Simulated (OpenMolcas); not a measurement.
## Worked example: vertical ionisation energy of C10H8 (naphthalene)

C10H8 has 18 atoms, charge 0, and is taken as a singlet. SMILES: `c1ccc2ccccc2c1`. The coordinates come from a GFN2-xTB relaxation.

Both states at this one shape; open shells run unrestricted unless said. 1 Eh = 27.2114 eV.

| level | program | singlet C10H8 (Eh) | doublet [C10H8]+ (Eh) | HOMO of the first (eV) |
| --- | --- | --- | --- | --- |
| X3LYP/ANO-S-MB | OpenMolcas | -384.923233 | -384.502773 | -9.44 |
| X3LYP/ANO-S-VDZ | OpenMolcas | -385.644490 | -385.348665 | -6.23 |
| X3LYP/ANO-S-VDZP (RICD fitting) | OpenMolcas | -385.746424 | -385.456112 | -6.10 |

Q: Work out the vertical ionisation energy at each level.

A: 
1. X3LYP/ANO-S-MB: -384.502773 − (-384.923233) = 0.420460 Eh = 11.44 eV; −ε(HOMO) = 9.44 eV.
2. X3LYP/ANO-S-VDZ: -385.348665 − (-385.644490) = 0.295825 Eh = 8.05 eV; −ε(HOMO) = 6.23 eV.
3. X3LYP/ANO-S-VDZP (RICD fitting): -385.456112 − (-385.746424) = 0.290312 Eh = 7.90 eV; −ε(HOMO) = 6.10 eV.

No measured value is set beside it here; the levels span 7.90 to 11.44 eV. Minimal sets are far from the basis-set limit.
